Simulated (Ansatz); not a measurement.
Geometry optimisation, RKS B3LYP/def2-SVP in Ansatz.

input.yaml

```yaml
crystal:
  periodic: [false, false, false]
  atoms:
    - { symbol: Ge, position_ang: [0.0, 0.0, 0.0] }
    - { symbol: O, position_ang: [0.0, 0.0, 1.77] }
    - { symbol: H, position_ang: [-0.9095, -0.2814, 2.1071] }
    - { symbol: H, position_ang: [1.4616, 0.0, -0.5162] }
    - { symbol: Cl, position_ang: [-1.0456, 1.8115, -0.7393] }
    - { symbol: C, position_ang: [-0.9232, -1.5994, -0.6527] }
    - { symbol: H, position_ang: [-1.4228, -2.1111, 0.1962] }
    - { symbol: H, position_ang: [-1.6833, -1.3066, -1.4068] }
    - { symbol: H, position_ang: [-0.1873, -2.288, -1.1178] }
basis:
  gaussian: { orbitals: def2-SVP }
hamiltonian:
  xc: b3lyp
relax:
  f_tol: 0.02
  max_steps: 40
```

Command:

```bash
$ ansatz run input.yaml --threads 2 --pin off --max-ram 3072MiB --backend cpu --events-out ev --progress --plain --runs-dir out
```

Question: Where does it end, and by what steps?

Answer: The forces met the threshold. The force dipped under the threshold on the way, but the program's further checks kept it going. After 18 steps the energy has fallen by 0.145 eV; H7 moved furthest, 0.77 Å.

```tsv
step	energy less start (eV)	largest force component (eV/Å)	accepted
0	0.0000	1.709	yes
1	-0.0860	0.765	yes
2	-0.1075	0.605	yes
3	-0.1107	0.190	yes
4	-0.1175	0.067	yes
5	-0.1228	0.069	yes
6	-0.1072	0.558	no
7	-0.1280	0.034	yes
8	-0.1311	0.175	yes
9	-0.1337	0.210	yes
10	-0.1374	0.210	yes
11	-0.1356	0.469	no
12	-0.1420	0.038	yes
13	-0.1407	0.203	no
14	-0.1432	0.016	yes
15	-0.1441	0.034	yes
16	-0.1444	0.095	yes
17	-0.1447	0.039	yes
18	-0.1449	0.011	yes
```

```xyz
9
Properties=species:S:1:pos:R:3
Ge -0.044 -0.042 -0.023
O 0.246 -0.146 1.730
H -0.562 -0.130 2.260
H 1.339 0.250 -0.619
Cl -1.345 1.678 -0.410
C -0.955 -1.620 -0.723
H -1.937 -1.736 -0.240
H -1.106 -1.515 -1.808
H -0.346 -2.515 -0.526
```

Time of the run: 54 s on 2 threads of Arm Neoverse V2, with other jobs on the host, peak memory 0.24 GiB.
